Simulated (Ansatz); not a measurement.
`[SiH3][AlH][S][SiH3]` and `[SiH3][AlH][SH]` differ in one atom or group.

Ansatz, PBE0-D4/def2-TZVP geometries, multiplicity 1. Each molecule was computed in one conformer, which needn't be the lowest.

```json
{"property": "HOMO energy (B3LYP/def2-TZVPP) / eV", "`[SiH3][AlH][S][SiH3]`": "-7.49"}
{"property": "HOMO energy (PBE/def2-TZVPP) / eV", "`[SiH3][AlH][S][SiH3]`": "-6.62"}
{"property": "HOMO–LUMO gap (PBE/def2-TZVPP) / eV", "`[SiH3][AlH][S][SiH3]`": "3.95"}
{"property": "LUMO energy (B3LYP/def2-TZVPP) / eV", "`[SiH3][AlH][S][SiH3]`": "-2.08"}
{"property": "LUMO energy (ωB97M-V/def2-TZVPP) / eV", "`[SiH3][AlH][S][SiH3]`": "-0.27"}
{"property": "HOMO–LUMO gap (B3LYP/def2-TZVPP) / eV", "`[SiH3][AlH][S][SiH3]`": "5.41"}
```

**Question.** Give the same properties after the change, and the shifts. (An estimate is asked.)

**Answer.** Computed: 
```
                             property  `[SiH3][AlH][SH]`  shift
  HOMO energy (B3LYP/def2-TZVPP) / eV              -7.61  -0.12
    HOMO energy (PBE/def2-TZVPP) / eV              -6.72  -0.10
  HOMO–LUMO gap (PBE/def2-TZVPP) / eV               4.21   0.26
  LUMO energy (B3LYP/def2-TZVPP) / eV              -1.93   0.15
LUMO energy (ωB97M-V/def2-TZVPP) / eV              -0.10   0.17
HOMO–LUMO gap (B3LYP/def2-TZVPP) / eV               5.68   0.27
```

With PBE0 the HOMO falls by 0.12 eV and the LUMO rises by 0.15 eV, so the gap widens by about 0.27 eV. PBE moves the HOMO by -0.10 eV and ωB97M-V by -0.13 eV. The zero-point energy changes by -47.9 kJ/mol with -9 modes.

B3LYP here is the variant with VWN-RPA as its local correlation; programs differ in this.
